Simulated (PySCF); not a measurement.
PySCF job for C₃H₈ClFSi, SMILES CCC[Si@H](F)Cl, PBE0-D3(BJ)/def2-SVP. Coordinates come from a PBE0-D3(BJ)/def2-SVP optimisation. The structure was generated by enumeration; whether it is a known compound was not checked. Other conformers were not sampled.

```python
import numpy as np
from pyscf import gto, scf, dft, df
from pyscf.hessian import thermo

mol = gto.M(
    atom='''
    C    -3.41108187   -0.49633155    0.41236018
    C    -1.96472545   -0.92837385    0.22785815
    C    -1.02093155    0.24123263   -0.05880181
    Si    0.74932791   -0.26832635   -0.28331138
    F     1.25715482   -1.01809221    1.06368754
    Cl    1.93350272    1.39511775   -0.55231356
    H    -3.79436198    0.00787608   -0.48914184
    H    -3.51023214    0.20913239    1.25262710
    H    -4.06545948   -1.35684162    0.61876161
    H    -1.90335258   -1.66298800   -0.59453613
    H    -1.61814085   -1.46091331    1.12973282
    H    -1.05254380    0.98158172    0.76033745
    H    -1.33292480    0.78499505   -0.96879485
    H     0.98291841   -1.19960862   -1.41498346
    ''',
    basis='def2-SVP',
    charge=0,
    spin=0,
    max_memory=1600,
    verbose=3,
)
mf = dft.RKS(mol, xc='pbe0').density_fit(auxbasis='def2-universal-jkfit')
mf.disp = 'd3bj'
mf.grids.level = 3
mf.conv_tol = 1e-11
mf.max_cycle = 100
mf.kernel()

# analytic Hessian; the response equations are solved on a coarser grid
h, args, fine = mf.Hessian(), (mf.mo_energy, mf.mo_coeff, mf.mo_occ), mf.grids
h.max_memory = max(150, 2.5e-5 * df.make_auxmol(mol, mf.with_df.auxbasis).nao * mol.nelec[0] * (mol.nelec[0] + mol.nao))  # MB; small integral blocks
h1ao = h.make_h1(mf.mo_coeff, mf.mo_occ)
mf.grids = dft.Grids(mol).set(level=1).build(with_non0tab=True)
mo1, mo_e1 = h.solve_mo1(*args, h1ao)
mf.grids = fine
hess = h.hess_elec(*args, mo1, mo_e1, h1ao) + h.hess_nuc()
if mf.do_disp():
    hess += h.get_dispersion()
for i in range(mol.natm):  # the analytic DFT Hessian lacks the response of the grid: restore translational invariance
    hess[i, i] -= hess[i].sum(axis=0)
hess = (hess + hess.transpose(1, 0, 3, 2)) / 2
vib = thermo.harmonic_analysis(mol, hess, imaginary_freq=False)
thermo.dump_normal_mode(mol, vib)
th = thermo.thermo(mf, vib['freq_au'][vib['freq_au'] > 0], 298.15, 101325)
thermo.dump_thermo(mol, th)
g0 = mf.nuc_grad_method().set(verbose=0).kernel()

# dipole derivatives [dipole axis, atom, xyz] from the same response
r, irp = mol.intor('int1e_r'), mol.intor('int1e_irp').reshape(3, 3, mol.nao, mol.nao)
sl, dm0, ok = mol.aoslice_by_atom(), np.array(mf.make_rdm1()), []
dmu = np.einsum('a,xt->xat', mol.atom_charges(), np.eye(3))
for a, (_, _, p0, p1) in enumerate(sl):
    dmu[:, a] += 2 * np.einsum('xtij,ij->xt', irp[:, :, :, p0:p1], dm0.reshape(-1, mol.nao, mol.nao).sum(0)[:, p0:p1])
    for u, c, occ, f in [(mo1, mf.mo_coeff, mf.mo_occ, 4)]:
        dmu[:, a] -= f * np.einsum('tui,xuv,vi->xt', u[a], r, c[:, occ > 0], optimize=True)
L = vib['norm_mode']
ir = 974.8801 * (np.einsum('xat,kat->kx', dmu, L) ** 2).sum(1)       # km/mol
apt = np.einsum('xax->a', dmu) / 3
print('mode   freq/cm-1   IR/(km/mol)')
for k, w in enumerate(vib['freq_wavenumber']):
    print(f'{k + 1:4d} {w:11.2f} {ir[k]:13.3f}')
print('max |gradient| / (hartree/bohr):', abs(g0).max())
print('APT charges:', apt.round(4))
```

It prints:

```
converged SCF energy = -967.89110737884

WARN: DFTD3 does not support analytical Hessian, using finite difference


WARN: Mole.unit (angstrom) is changed to Bohr

Mode                                 0                   1                   2
Irrep
Freq [cm^-1]                       57.1146             79.6524             93.7369
Reduced mass [au]                   2.2513              2.6227              4.1731
Force const [Dyne/A]                0.0043              0.0098              0.0216
Char temp [K]                      82.1752            114.6020            134.8666
Normal mode                   x     y     z       x     y     z       x     y     z
       0   C                -0.02  0.01 -0.04    0.03 -0.04  0.12    0.01  0.12  0.04
       1   C                -0.03 -0.01 -0.09    0.01 -0.02 -0.11   -0.04 -0.01 -0.04
       2   C                 0.01  0.01  0.12   -0.01  0.01 -0.06    0.03 -0.08 -0.07
       3  Si                -0.00 -0.00  0.05   -0.01  0.01 -0.01    0.05 -0.06 -0.00
       4   F                 0.07  0.01  0.03   -0.08  0.05  0.04    0.05 -0.00  0.02
       5  Cl                -0.01 -0.01 -0.05    0.03 -0.01  0.00   -0.07  0.03  0.02
       6   H                 0.02  0.19  0.04   -0.07  0.11  0.24    0.01  0.18  0.07
       7   H                -0.02 -0.14  0.08    0.13 -0.17  0.24    0.12  0.10  0.06
       8   H                -0.06 -0.01 -0.22    0.05 -0.07  0.06   -0.06  0.17  0.05
       9   H                -0.04  0.13 -0.22   -0.08  0.09 -0.21   -0.14 -0.00 -0.06
      10   H                -0.07 -0.17 -0.17    0.10 -0.14 -0.21   -0.04 -0.05 -0.07
      11   H                 0.02 -0.13  0.25   -0.02 -0.03 -0.03    0.04 -0.05 -0.10
      12   H                 0.04  0.17  0.21   -0.01  0.04 -0.04    0.07 -0.09 -0.09
      13   H                -0.07 -0.02  0.04    0.04 -0.02  0.03    0.15 -0.06  0.02
Mode                                 3                   4                   5
Irrep
Freq [cm^-1]                      210.8406            259.1241            266.7172
Reduced mass [au]                   7.3827              1.1490              2.9376
Force const [Dyne/A]                0.1934              0.0455              0.1231
Char temp [K]                     303.3527            372.8219            383.7467
Normal mode                   x     y     z       x     y     z       x     y     z
       0   C                -0.08 -0.00  0.02   -0.00  0.01 -0.02    0.01  0.05 -0.02
       1   C                -0.09 -0.04 -0.00    0.00 -0.02  0.08   -0.03 -0.10  0.03
       2   C                -0.06 -0.05 -0.03   -0.00 -0.03 -0.01    0.01 -0.10  0.09
       3  Si                -0.02  0.02 -0.02    0.01  0.00 -0.02    0.02  0.01 -0.04
       4   F                 0.11  0.09 -0.03   -0.02  0.01 -0.00   -0.09  0.03  0.01
       5  Cl                 0.06 -0.03  0.04    0.01  0.01 -0.00    0.04  0.03 -0.01
       6   H                -0.10 -0.02  0.02    0.23  0.44  0.13    0.06 -0.03 -0.08
       7   H                -0.05  0.02  0.00   -0.13 -0.35  0.28    0.08  0.17 -0.11
       8   H                -0.09  0.01  0.06   -0.12 -0.03 -0.54   -0.08  0.14  0.10
       9   H                -0.12 -0.05  0.01    0.02 -0.08  0.13   -0.06 -0.08  0.01
      10   H                -0.09 -0.03  0.00   -0.03  0.05  0.13   -0.08 -0.13  0.03
      11   H                -0.10 -0.02 -0.06   -0.01  0.04 -0.08    0.08 -0.23  0.20
      12   H                -0.06 -0.09 -0.05   -0.04 -0.12 -0.05   -0.09  0.04  0.21
      13   H                -0.04  0.02 -0.03    0.03  0.01 -0.02    0.10  0.04 -0.05
Mode                                 6                   7                   8
Irrep
Freq [cm^-1]                      286.6853            346.2997            571.0036
Reduced mass [au]                   6.5440              2.9607              8.8794
Force const [Dyne/A]                0.3169              0.2092              1.7057
Char temp [K]                     412.4763            498.2482            821.5470
Normal mode                   x     y     z       x     y     z       x     y     z
       0   C                -0.06 -0.01  0.02    0.12  0.06 -0.02   -0.02 -0.00  0.00
       1   C                -0.06 -0.02 -0.01    0.06 -0.09 -0.02   -0.01  0.00  0.00
       2   C                -0.03 -0.04 -0.03   -0.05 -0.02 -0.01    0.04 -0.03  0.00
       3  Si                 0.03  0.04  0.07   -0.07  0.05  0.05    0.08  0.11  0.01
       4   F                -0.01 -0.11  0.01    0.02 -0.01 -0.02   -0.02  0.01 -0.03
       5  Cl                 0.05  0.05 -0.05   -0.01 -0.02 -0.00   -0.06 -0.08  0.01
       6   H                -0.09 -0.01  0.03    0.21  0.10 -0.04   -0.05 -0.01  0.01
       7   H                -0.04 -0.01  0.02    0.25  0.11 -0.05   -0.04 -0.01  0.01
       8   H                -0.06 -0.00  0.04   -0.03  0.18  0.01    0.00 -0.02  0.00
       9   H                -0.08 -0.03 -0.01    0.05 -0.08 -0.02   -0.02  0.00  0.00
[...]
       6   H                 0.06  0.03 -0.02   -0.02 -0.42 -0.23    0.41  0.21 -0.09
       7   H                 0.06  0.03 -0.01    0.17 -0.29  0.28   -0.38 -0.30  0.18
       8   H                 0.03 -0.04  0.00   -0.21  0.15 -0.07    0.08  0.10  0.67
       9   H                -0.14 -0.10  0.07   -0.23  0.29 -0.29    0.02  0.01 -0.04
      10   H                -0.15 -0.11 -0.00   -0.13  0.36  0.28   -0.07  0.06  0.04
      11   H                -0.10  0.44 -0.43   -0.00  0.01 -0.02    0.02  0.01 -0.01
      12   H                 0.02  0.52  0.34    0.01  0.02  0.01   -0.02 -0.01  0.00
      13   H                -0.00  0.01 -0.01   -0.00 -0.00  0.00   -0.00  0.00 -0.00
Mode                                27                  28                  29
Irrep
Freq [cm^-1]                     1477.4433           2284.5791           3047.8906
Reduced mass [au]                   1.0860              1.0421              1.0629
Force const [Dyne/A]                1.3966              3.2046              5.8174
Char temp [K]                    2125.7120           3287.0006           4385.2360
Normal mode                   x     y     z       x     y     z       x     y     z
       0   C                 0.01  0.03 -0.01    0.00  0.00  0.00    0.00  0.00  0.00
       1   C                -0.01  0.07 -0.01   -0.00 -0.00  0.00    0.01 -0.05 -0.01
       2   C                -0.01  0.00  0.00   -0.00 -0.00  0.00   -0.01  0.04 -0.00
       3  Si                 0.00  0.00 -0.00    0.01 -0.02 -0.03    0.00 -0.00 -0.00
       4   F                -0.00 -0.00  0.00    0.00 -0.00 -0.00    0.00  0.00 -0.00
       5  Cl                 0.00  0.00 -0.00    0.00 -0.00  0.00   -0.00 -0.00  0.00
       6   H                -0.01 -0.38 -0.22   -0.00 -0.00 -0.00   -0.00  0.00 -0.01
       7   H                 0.08 -0.31  0.28   -0.00 -0.00  0.00    0.00 -0.01 -0.01
       8   H                -0.20  0.19  0.00    0.00 -0.00 -0.00   -0.03 -0.04  0.01
       9   H                 0.11 -0.32  0.34    0.00 -0.00 -0.00   -0.03  0.37  0.43
      10   H                 0.02 -0.39 -0.28    0.00 -0.00  0.00   -0.13  0.20 -0.35
      11   H                 0.02 -0.03  0.03    0.01 -0.00 -0.00    0.01 -0.29 -0.34
      12   H                 0.01 -0.04 -0.03    0.00  0.00 -0.01    0.14 -0.22  0.40
      13   H                -0.00 -0.00  0.00   -0.16  0.61  0.75   -0.00  0.00  0.00
Mode                                30                  31                  32
Irrep
Freq [cm^-1]                     3050.8146           3054.8752           3094.7342
Reduced mass [au]                   1.0378              1.0621              1.1020
Force const [Dyne/A]                5.6909              5.8401              6.2186
Char temp [K]                    4389.4430           4395.2853           4452.6334
Normal mode                   x     y     z       x     y     z       x     y     z
       0   C                 0.05 -0.02 -0.00    0.00  0.00  0.00    0.00  0.00  0.02
       1   C                -0.00  0.00  0.00    0.01 -0.04 -0.01   -0.02  0.00 -0.07
       2   C                -0.00  0.00 -0.00    0.01 -0.05  0.01    0.01  0.01  0.04
       3  Si                -0.00  0.00  0.00   -0.00 -0.00  0.00    0.00  0.00  0.00
       4   F                 0.00 -0.00  0.00   -0.00  0.00 -0.00   -0.00 -0.00 -0.00
       5  Cl                 0.00  0.00 -0.00    0.00  0.00 -0.00    0.00 -0.00 -0.00
       6   H                -0.20  0.27 -0.49   -0.01  0.02 -0.03   -0.04  0.06 -0.11
       7   H                -0.04  0.37  0.45   -0.00  0.01  0.01    0.01 -0.08 -0.09
       8   H                -0.30 -0.41  0.10   -0.04 -0.06  0.01    0.01  0.02  0.00
       9   H                 0.00 -0.03 -0.03   -0.03  0.35  0.41   -0.03  0.30  0.33
      10   H                 0.01 -0.02  0.03   -0.11  0.16 -0.30    0.21 -0.32  0.54
      11   H                 0.00 -0.01 -0.02   -0.01  0.30  0.35    0.02 -0.25 -0.28
      12   H                 0.01 -0.01  0.02   -0.16  0.26 -0.45   -0.09  0.15 -0.25
      13   H                 0.00 -0.00 -0.00   -0.00  0.00  0.00    0.00 -0.00 -0.00
Mode                                33                  34                  35
Irrep
Freq [cm^-1]                     3114.3286           3144.4894           3151.2942
Reduced mass [au]                   1.1029              1.1042              1.1039
Force const [Dyne/A]                6.3023              6.4331              6.4590
Char temp [K]                    4480.8255           4524.2201           4534.0107
Normal mode                   x     y     z       x     y     z       x     y     z
       0   C                 0.00  0.00  0.02    0.01  0.01  0.08   -0.03 -0.08  0.01
       1   C                -0.01 -0.00 -0.04    0.00  0.00  0.02    0.00 -0.01  0.00
       2   C                -0.01 -0.01 -0.07    0.00  0.00  0.00    0.00  0.00 -0.00
       3  Si                -0.00 -0.00 -0.00    0.00 -0.00  0.00    0.00 -0.00 -0.00
       4   F                 0.00 -0.00  0.00   -0.00  0.00 -0.00   -0.00  0.00 -0.00
       5  Cl                 0.00  0.00  0.00   -0.00 -0.00 -0.00   -0.00 -0.00  0.00
       6   H                -0.04  0.06 -0.10   -0.23  0.31 -0.54   -0.11  0.13 -0.26
       7   H                 0.01 -0.08 -0.09    0.05 -0.41 -0.48   -0.04  0.24  0.31
       8   H                 0.01  0.01  0.00    0.03  0.04  0.00    0.47  0.63 -0.15
       9   H                -0.01  0.19  0.21    0.01 -0.10 -0.12   -0.00  0.03  0.03
      10   H                 0.11 -0.17  0.30   -0.06  0.09 -0.15   -0.01  0.02 -0.03
      11   H                -0.03  0.40  0.44   -0.00 -0.03 -0.03    0.00  0.00  0.00
      12   H                 0.16 -0.27  0.45   -0.01  0.02 -0.03    0.00  0.00 -0.00
      13   H                -0.00  0.00  0.00    0.00 -0.00 -0.00   -0.00  0.00  0.00
temperature 298.1500 [K]
pressure 101325.00 [Pa]
Rotational constants [GHz] 4.38931 1.03288 0.88854
Symmetry number 1
Zero-point energy (ZPE) 0.10790 [Eh]   283287.651 [J/mol]
                           tot       elec      trans        rot        vib
Entropy [J/mol/K]       383.201      0.000    169.125    120.370     93.706
Cv [J/mol/K]            117.301      0.000     12.472     12.472     92.358
Cp [J/mol/K]            125.616      0.000     20.786     12.472     92.358
Internal energy [J/mol]                      3718.434   3718.434 297763.089
Internal energy [Eh]   -967.77486  -967.89111
Enthalpy [J/mol]                             6197.391   3718.434 297763.089
Enthalpy [Eh]          -967.77392
Gibbs free energy [J/mol]                  -44227.131 -32169.793 269824.557
Gibbs free energy [Eh] -967.81743
mode   freq/cm-1   IR/(km/mol)
   1       57.11         0.701
   2       79.65         0.469
   3       93.74         1.332
   4      210.84         7.450
   5      259.12         0.208
   6      266.72         1.809
   7      286.69         7.822
   8      346.30         8.952
   9      571.00        92.033
  10      673.31        18.491
  11      741.04        37.199
  12      779.93        94.106
  13      822.79        87.848
  14      847.15        27.491
  15      912.42        58.374
  16      926.56       105.383
  17     1017.01        29.611
  18     1069.88        12.266
  19     1098.68        33.498
  20     1221.60        14.063
  21     1224.11         6.004
  22     1319.53         0.169
  23     1363.22        11.340
  24     1398.67         7.294
  25     1420.19         3.442
  26     1466.06         0.978
  27     1468.24         9.585
  28     1477.44         5.472
  29     2284.58       109.735
  30     3047.89         5.548
  31     3050.81        21.677
  32     3054.88        20.851
  33     3094.73         1.878
  34     3114.33         7.048
  35     3144.49        26.227
  36     3151.29        20.028
max |gradient| / (hartree/bohr): 0.00010557300672122416
APT charges: [ 0.0313  0.1205 -0.3434  1.7611 -0.6484 -0.564  -0.0114 -0.0091 -0.02
 -0.0311 -0.019   0.0083  0.0129 -0.2876]
```

The calculation finished and met its thresholds.
